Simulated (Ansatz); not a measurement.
C₃H₂F₆, SMILES `FC(F)C(F)(F)C(F)F`, relaxed with RKS PBE-D4/def2-SVP in the Gaussian-basis code of Ansatz from a rough embedded geometry. The force threshold is 0.03 eV/Å; the program also tests the step.

Total charge 0; spin multiplicity 1.

Start:

```xyz
11

F    -0.223   -0.173   -2.344
C     0.107    0.346   -1.202
F    -0.642    1.447   -1.108
C    -0.154   -0.544   -0.037
F     0.605   -1.717   -0.149
F    -1.473   -1.031   -0.138
C     0.058    0.142    1.256
F    -0.060   -0.701    2.305
F     1.299    0.628    1.279
H     1.150    0.647   -1.247
H    -0.666    0.955    1.385
```

Question: How much energy does the relaxation release, and in how many steps? (An estimate is asked.)

Answer: Ansatz gave: 10.18 kcal/mol, in 4 steps.

Question: Which bonds change most? (An estimate is asked.)

Answer: Ansatz gave: C4–C7 from 1.479 to 1.542 Å; F1–C2 from 1.297 to 1.352 Å; C2–C4 from 1.489 to 1.542 Å; C4–F6 from 1.410 to 1.361 Å.

Question: Give the relaxed structure. (An estimate is asked.)

Answer: The calculation gave: 
```xyz
11

F    -0.278   -0.256   -2.396
C     0.118    0.356   -1.257
F    -0.590    1.514   -1.103
C    -0.177   -0.563   -0.054
F     0.642   -1.646   -0.143
F    -1.470   -0.984   -0.109
C     0.037    0.137    1.304
F    -0.046   -0.778    2.297
F     1.284    0.694    1.313
H     1.204    0.593   -1.311
H    -0.724    0.934    1.458
```
